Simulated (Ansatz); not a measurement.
Consider the redistribution: `[NH2][W]([NH2])(=[S])=[S]` + `[Cl][Mg][Cl]` → `[NH2][W](=[S])(=[S])[Cl]` + `[NH2][Mg][Cl]`.

Gas-phase electronic energies from Ansatz, PBE0-D4/def2-TZVP geometries. CCSD(T)/CBS is the MP2 limit (def2-TZVPP, def2-QZVPP) plus CCSD(T) − MP2 in def2-TZVPP, frozen cores. Functionals use def2-TZVPP. Elements past krypton have def2 core potentials. For Mg, W outer-core shells are correlated without core-valence functions, which leaves a few kJ/mol of doubt a bond. Each species was taken in one conformer, which may not be the lowest.

`[NH2][W]([NH2])(=[S])=[S]`:

Cartesian coordinates in Å:
```
N 0.156 -0.476 -1.588
W -0.592 -0.007 0.130
N 0.794 0.488 1.380
S -1.856 1.684 -0.148
S -1.584 -1.726 0.901
H 0.293 0.181 -2.340
H 0.420 -1.414 -1.850
H 1.121 1.432 1.513
H 1.248 -0.162 2.003
```

`[Cl][Mg][Cl]`:

Cartesian coordinates in Å:
```
Cl 0.536 -1.627 -1.331
Mg 0.001 0.001 -0.001
Cl -0.537 1.626 1.332
```

`[NH2][W](=[S])(=[S])[Cl]`:

Z-matrix (Å, degrees):
```
W
S 1 2.120
S 1 2.120 2 111.1
N 1 1.913 2 107.9 3 118.0
Cl 1 2.264 2 109.9 3 -121.8
H 4 1.010 1 123.6 2 -144.4
H 4 1.010 1 123.6 2 24.3
```

`[NH2][Mg][Cl]`:

```xyz
5

N    -0.524   -0.779   -0.121
Mg    0.513    0.763    0.118
Cl    1.721    2.560    0.397
H    -1.416   -0.973    0.309
H    -0.293   -1.571   -0.702
```

(1) Is it downhill or uphill in electronic energy at CCSD(T)/CBS, and by how much? (Best estimate.)

(2) What do these levels give: ωB97X-V, PBE, PBE0, RPA@PBE/def2-TZVPP, CCSD/def2-SVP, CCSD(T)/def2-TZVPP? (Best estimate.)

Largest T1 diagnostic among the species: 0.022, so the coupled-cluster value is less sure than usual.

Results:

(1) Ansatz gave: Uphill: ΔE = +77.5 kJ/mol.

(2) The calculation gave: ωB97X-V 85.6, PBE 74.2, PBE0 81.3, RPA@PBE/def2-TZVPP 72.8, CCSD/def2-SVP 89.7, CCSD(T)/def2-TZVPP 76.1 kJ/mol.

Leaving LDA and LC-ωPBE aside and taking each functional with its dispersion term where it has one, the values, not all of them listed here, spread over 13.6 kJ/mol, from B2PLYP to BHLYP-D4. From r2SCAN to r2SCAN0 (25 % exact exchange), in def2-TZVPP and without D4, ΔE moves by +4.6 kJ/mol.
